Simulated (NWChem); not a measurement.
System meant: C2H4N2OSi; SMILES [SiH2]1N=CN=CO1

NWChem input:

```
start job
memory heap 200 mb stack 900 mb global 1100 mb
geometry units angstroms noautoz
  C      1.139505     1.062608     0.000000
  N      0.018150     1.712256     0.000000
  C     -1.196077     1.010363     0.000000
  N     -1.410280    -0.266737     0.000000
  Si    -0.039643    -1.335664     0.000000
  O      1.345935    -0.260355     0.000000
  H      2.092416     1.629705     0.000000
  H     -2.072830     1.695473     0.000000
  H      0.054397    -2.182615     1.230967
  H      0.054397    -2.182615    -1.230967
end
basis spherical
  * library def2-svp
end
dft
  xc pbe0
  iterations 4
  mulliken
end
task dft energy
```

End of the output:

```
    Atom       Charge   Shell Charges
 -----------   ------   -------------------------------------------------------
    1 C    6     5.87   1.96  0.61  0.29  1.77  1.02  0.22
    2 N    7     7.19   1.97  0.80  0.47  2.23  1.67  0.06
    3 C    6     5.91   1.96  0.61  0.30  1.78  1.08  0.18
    4 N    7     7.29   1.97  0.81  0.50  2.20  1.76  0.04
    5 Si  14    13.40   2.00  1.93  0.64  0.32  5.81  1.24  0.95  0.50
    6 O    8     8.20   1.97  0.91  0.60  2.71  1.98  0.02
    7 H    1     0.97   0.64  0.26  0.06
    8 H    1     0.98   0.65  0.27  0.06
    9 H    1     1.10   0.65  0.43  0.02
   10 H    1     1.10   0.65  0.43  0.02

 center of mass
 --------------
 x =  -0.00297375 y =   0.02116298 z =   0.00000000

 moments of inertia (a.u.)
 ------------------
         489.433865724874           0.000000000000           0.000000000000
           0.000000000000         362.037605678091           0.000000000000
           0.000000000000           0.000000000000         829.657456225532

     Multipole analysis of the density
     ---------------------------------

     L   x y z        total         alpha         beta         nuclear
     -   - - -        -----         -----         ----         -------
     0   0 0 0     -0.000000    -26.000000    -26.000000     52.000000

     1   1 0 0      0.491399      0.245700      0.245700      0.000000
     1   0 1 0     -0.278174     -0.139087     -0.139087     -0.000000
     1   0 0 1     -0.000000     -0.000000     -0.000000      0.000000

     2   2 0 0    -31.899461   -111.451744   -111.451744    191.004026
     2   1 1 0      0.007494      0.506224      0.506224     -1.004954
     2   1 0 1     -0.000000     -0.000000     -0.000000      0.000000
     2   0 2 0    -31.880267   -148.949536   -148.949536    266.018804
     2   0 1 1     -0.000000     -0.000000     -0.000000      0.000000
     2   0 0 2    -31.122208    -20.972266    -20.972266     10.822323

 ------------------------------------------------------------------------
 dft energy failed                                                                                  0
 ------------------------------------------------------------------------
 ------------------------------------------------------------------------
  current input line :
    23: task dft energy
 ------------------------------------------------------------------------
 ------------------------------------------------------------------------
 This type of error is most commonly associated with calculations not reaching convergence criteria
 ------------------------------------------------------------------------
 For more information see the NWChem manual at https://nwchemgit.github.io

0:dft energy failed:Received an Error in Communication
```

Problem. Can this run be used? If not, why, and what is the fix?

Solution. Convergence was not reached. Cause: the SCF was allowed too few iterations. This input runs:
```
start job
memory heap 200 mb stack 900 mb global 1100 mb
geometry units angstroms noautoz
  C      1.139505     1.062608     0.000000
  N      0.018150     1.712256     0.000000
  C     -1.196077     1.010363     0.000000
  N     -1.410280    -0.266737     0.000000
  Si    -0.039643    -1.335664     0.000000
  O      1.345935    -0.260355     0.000000
  H      2.092416     1.629705     0.000000
  H     -2.072830     1.695473     0.000000
  H      0.054397    -2.182615     1.230967
  H      0.054397    -2.182615    -1.230967
end
basis spherical
  * library def2-svp
end
dft
  xc pbe0
  iterations 150
  mulliken
end
task dft energy
```
It converges to -552.15699 Ha (PBE0/def2-SVP).
